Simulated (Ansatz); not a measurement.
The same path of C2H8O2Si2 (14 atoms, charge 0, multiplicity 1) was run 3 times with different band settings. The coordinate that changes most is the dihedral H9–C1–O2–Si3.

Level of theory: Ansatz 0.2.0, RHF/def2-SVP.

Relaxed end points:

```xyz
14
Properties=species:S:1:pos:R:3
C -1.327 1.873 0.753
O -1.198 0.505 1.024
Si -0.860 -0.708 -0.026
Si 0.985 -1.944 0.404
C 0.793 -0.571 -0.960
O 1.501 0.634 -0.940
H -2.208 2.072 0.137
H -1.445 2.400 1.698
H -0.444 2.256 0.242
H -2.037 -1.118 -0.815
H 1.802 -1.554 1.571
H 1.279 -3.316 -0.059
H 0.721 -1.022 -1.958
H 2.424 0.465 -1.042
```

```xyz
14
Properties=species:S:1:pos:R:3
C -1.500 1.846 0.426
O -1.443 0.466 0.659
Si -0.809 -0.697 -0.308
Si 0.837 -1.970 0.577
C 1.042 -0.531 -0.714
O 1.708 0.665 -0.431
H -1.898 2.328 1.318
H -0.509 2.249 0.218
H -2.161 2.078 -0.413
H -1.705 -1.056 -1.424
H 1.278 -1.646 1.949
H 1.259 -3.322 0.152
H 1.266 -0.932 -1.711
H 2.622 0.493 -0.269
```

Common settings: optimiser quadratic models (default); start path IDPP; force threshold 0.05 eV/Å; iteration limit 60; end points relaxed.

| run | movable images | climbing image | spring |
| --- | --- | --- | --- |
| 1 | 5 | yes | 5.0 eV/Å² |
| 2 | 1 | no | 5.0 eV/Å² |
| 3 | 5 | yes | 0.5 eV/Å² |

(1) What does each run give, and how far can it be trusted?

Results:

(1) Run 1: converged after 4 iterations, highest image 0.021 eV above the first end. A vibrational analysis at the climbing image gives one clearly imaginary mode, 94i cm⁻¹: a first-order saddle point.
Run 2: converged after 3 iterations, highest image 0.022 eV above the first end. No image climbed, so the highest image needn't sit at the top of the path. So few images can step over the top or miss a turn of the path.
Run 3: converged after 4 iterations, highest image 0.021 eV above the first end. Another band between the same ends (5 images) ends at a top of the same energy, where a vibrational analysis finds 1 clearly imaginary mode.
